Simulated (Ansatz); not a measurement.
Problem. Name a neutral molecule of C, Cl, F, Si and H with LUMO energy (PBE0/def2-TZVPP) between -0.25 and 0.05 eV and HOMO–LUMO gap (B3LYP/def2-TZVPP) between 7.50 and 7.80 eV (Ansatz, PBE0-D4/def2-TZVP geometry).

Solution. `FC[SiH](F)CCl` (-0.12 eV, 7.77 eV). Other molecules can fit too; these were computed, each in one conformer that needn't be the lowest.

B3LYP here is the variant with VWN-RPA as its local correlation; programs differ in this.
